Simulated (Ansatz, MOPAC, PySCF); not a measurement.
Dimer: HCl (SMILES Cl) (first 2 atoms) with Si2H6 (SMILES [SiH3][SiH3]); geometry from B3LYP-D3(BJ)/def2-TZVP, rigid monomers moved along the line of their centres of mass till H2···H9 is 2.21 Å.
(charge 0, multiplicity 1):
```xyz
10

Cl    -0.0802     0.5708     0.2085
H     -0.2967     1.2633     1.2703
Si     0.4442    -1.2560     3.9489
Si    -0.2070     0.8999     4.6052
H      1.6940    -1.1958     3.1575
H     -0.6236    -1.8918     3.1442
H      0.6814    -2.0692     5.1667
H     -1.4574     0.8578     5.4002
H     -0.4635     1.7650     3.4204
H      0.8542     1.5535     5.4078
```

Counterpoise-corrected where a basis set is named; no monomer relaxation. Rows marked so take none.

Rows in 3-21G, 6-31G* carry no dispersion term and start afresh at each structure (6-31G* with six Cartesian d functions). The state that AM1 reach isn't checked.

Codes used: Ansatz (Gaussian basis) for Hartree–Fock, density functionals and correlated methods; MOPAC for AM1 (differences of heats of formation); PySCF for 3-21G rows, 6-31G* rows, the dispersion terms. Values without a source in brackets are computed.

### Question
One of these levels gives -1.19 kcal/mol for the interaction energy. Which one is it?
A) AM1
B) PBE-D4/def2-TZVPPD
C) HF/6-31G* (no counterpoise)
D) B3LYP/3-21G (no counterpoise)

### Answer
D, B3LYP/3-21G (no counterpoise). The others give -0.17 (AM1), 0.17 (HF/6-31G* (no counterpoise)), -1.82 (PBE-D4/def2-TZVPPD)

Ansatz is a first-principles code.
